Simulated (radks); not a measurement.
Task: Isoelectronic series with 5 electrons, each ion in its NIST ground configuration. Calculated with a radial shooting solver on a logarithmic mesh with Libxc functionals: non-relativistic Kohn-Sham, PBE, spin-polarised, spherical densities, point nucleus; open shells are filled with parallel spins first. Total energies (hartree) and mean radii <r> (bohr) (* marks an orbital that is empty in some or all of the ions):

ion,configuration,E (hartree),2p down*,2p up,2s down
B,[He] 2s2 2p1,-24.60538,2.368,2.255,1.971
N2+,[He] 2s2 2p1,-52.88229,1.151,1.128,1.181
F4+,[He] 2s2 2p1,-92.17827,0.7790,0.7686,0.8444
P10+,[He] 2s2 2p1,-276.09271,0.3999,0.3972,0.4568
Cl12+,[He] 2s2 2p1,-359.40052,0.3445,0.3425,0.3963
K14+,[He] 2s2 2p1,-453.70895,0.3026,0.3010,0.3500
Sc16+,[He] 2s2 2p1,-559.01782,0.2698,0.2686,0.3134
V18+,[He] 2s2 2p1,-675.32699,0.2434,0.2424,0.2837
Mn20+,[He] 2s2 2p1,-802.63640,0.2218,0.2210,0.2592

Estimate the row of Al8+ ([He] 2s2 2p1).

Result: E (hartree) -203.78586; 2p down* 0.4769; 2p up 0.4730; 2s down 0.5392.
